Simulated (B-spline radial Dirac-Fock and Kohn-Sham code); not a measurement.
# Electron momentum distribution of Pb²⁴⁺: Compton profiles

System: lead as Pb²⁴⁺, configuration 1s2 2s2 2p6 3s2 3p6 3d10 4s2 4p6 4d10 4f12.

Input file task.json (cfg lists n, l and occupation; rrms is the nuclear radius in fm):

```json
{"items": [{
  "Z": 82,
  "q": 24,
  "cfg": [[1, 0, 2], [2, 0, 2], [2, 1, 6], [3, 0, 2], [3, 1, 6], [3, 2, 10], [4, 0, 2], [4, 1, 6], [4, 2, 10], [4, 3, 12]],
  "A": 208,
  "rrms": 5.5012,
  "do": ["scatter"],
  "s": [0.0, 0.05, 0.1, 0.15, 0.2, 0.25, 0.3, 0.35, 0.4, 0.45, 0.5, 0.6, 0.7, 0.8, 0.9, 1.0, 1.1, 1.2, 1.4, 1.6, 1.8, 2.0, 2.5, 3.0, 3.5, 4.0, 5.0, 6.0],
  "pz": [0, 0.1, 0.14, 0.21, 0.3, 0.44, 0.64, 0.93, 1.3, 2.0, 2.8, 4.1, 5.9, 8.6, 13.0, 18.0, 26.0, 38.0, 55.0, 80.0, 120.0],
  "hv_scatter": [1000, 5000, 8047.8, 10000, 30000, 50000, 100000, 1000000]
}]}
```

Command: `python xray_run.py task.json out`

Model: the impulse approximation on configuration-average Dirac-Fock orbitals. Program: a radial B-spline solver. pz is in atomic units of momentum; subshell profiles are per electron, for a selection of subshells; open shells are spread over both j values by their weights.

```
  pz   J total   J 3s1/2   J 3p3/2   J 4d3/2   J 4f7/2
   0     3.046    0.0688    0.0437    0.0689    0.0560
0.64     3.033    0.0682    0.0437    0.0689    0.0560
0.93     3.018    0.0674    0.0437    0.0689    0.0560
 1.3     2.992    0.0662    0.0437    0.0689    0.0560
   2     2.915    0.0627    0.0436    0.0687    0.0559
 2.8     2.779    0.0574    0.0433    0.0675    0.0557
 4.1     2.450    0.0468    0.0420    0.0607    0.0538
 5.9     1.861    0.0314    0.0379    0.0411    0.0449
 8.6     1.130    0.0144    0.0274    0.0137    0.0255
  13    0.5743   0.00560    0.0107   0.00274   0.00706
  18    0.3119   0.00517   0.00293   0.00244   0.00149
  26    0.1385   0.00254   0.00182   0.00106  0.000141
  38   0.05267  0.000352   0.00116  0.000179  6.95e-06
  55   0.01886  0.000167  0.000311  1.71e-05    < 1e-6
  80  0.006366  0.000110  4.54e-05  1.09e-06    < 1e-6
 120  0.001750  3.41e-05  3.92e-06    < 1e-6    < 1e-6
```

J(0) = 3.046. The 4d5/2 subshell gives the largest part, 14 %.

Mean momentum ⟨p⟩ by subshell (a.u.): 1s1/2 90.6, 2s1/2 32.3, 2p1/2 42.3, 2p3/2 36.1, 3s1/2 16.3, 3p1/2 19.4, 3p3/2 17.5, 3d3/2 21.1, 3d5/2 20.5, 4s1/2 8.63, 4p1/2 9.72, 4p3/2 8.99, 4d3/2 10.1, 4d5/2 9.82, 4f5/2 10.6, 4f7/2 10.5.

Values without a named source are computed, but for edge energies of neutral atoms, which are taken from tables.
